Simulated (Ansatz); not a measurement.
**Question.** Name a neutral molecule of B, C, O, Te and H with LUMO energy (ωB97M-V/def2-TZVPP) between -0.20 and 0.10 eV and size of the dipole moment (B3LYP/def2-TZVPP) between 2.40 and 2.70 D (Ansatz, PBE0-D4/def2-TZVP geometry).

**Answer.** `O=CB[TeH]` (-0.14 eV, 2.65 D). Other molecules can fit too; these were computed, each in one conformer that needn't be the lowest.

B3LYP here is the variant with VWN-RPA as its local correlation; programs differ in this.
